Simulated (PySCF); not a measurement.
The numbers are results of PBE-D3(BJ)/def2-TZVP // B3LYP-D3(BJ)/def2-TZVP run with PySCF, not measurements. All species are isolated molecules in the gas phase. Excitations are Tamm–Dancoff values on a coarser integration grid. The basis has no diffuse functions, so Rydberg states are missing or too high.

Reference species (SMILES): `[Al]([NH2])([I])[I]` (neutral, multiplicity 1).

```
Quantity               Result
-------------------  --------
S1 excitation (TDA)   4.58 eV
S1–T1 gap (TDA)       0.22 eV
LUMO                 -1.96 eV
HOMO                 -6.46 eV
```

After one change: the S1 excitation (TDA) increases by 0.23 eV; the S1–T1 gap (TDA) rises by 0.03 eV; the LUMO rises by 0.83 eV; the HOMO increases by 0.60 eV.

Task: Which change was made? The new species is one of these.
(A) `[I][Al]([I])[I]`
(B) `[NH2][Al]([NH2])[NH2]`
(C) `[NH2][Al]([NH2])[I]`

Result: C, `[NH2][Al]([NH2])[I]`
